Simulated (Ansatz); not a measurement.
Reactions of C$_{3}$H$_{2}$F$_{6}$ (`FC(F)C(F)(F)C(F)F`).

Isolated molecules relaxed with PBE0-D4/def2-TZVP in Ansatz; ΔE leaves out vibrations. CBS: MP2 limit from def2 TZ/QZ plus the TZ coupled-cluster correction, frozen cores. This one scheme is used for every species. Functionals use def2-TZVPP. One conformer a species, not always the lowest.

| reaction | ωB97M-V (kJ/mol) | CCSD(T)/CBS(def2) (kJ/mol) |
| --- | --- | --- |
| `FC(F)C(F)(F)C(F)F` + `FCC(F)F` → `FCC(F)(F)C(F)(F)C(F)F` + difluoromethane | 11 | 11 |
| `FC(F)C(F)(F)C(F)F` + `FCOCF` → `FCOC(F)C(F)F` + `FC(F)C(F)F` | -8 | -9 |
| `FC(F)C(F)(F)C(F)F` + `C[SiH2]O` → `C[SiH2]OC(F)F` + `FC(F)C(F)F` | -13 | -10 |
| `FC(F)C(F)(F)C(F)F` + difluoromethane → `FC(F)C(F)C(F)(F)C(F)F` + H–F | -23 | -32 |
| `FC(F)C(F)(F)C(F)F` + difluoromethane → `FC(F)C(F)(C(F)F)C(F)F` + H–F | -10 | -18 |

Largest T1 diagnostic: 0.012, for `FC(F)C(F)(C(F)F)C(F)F`.
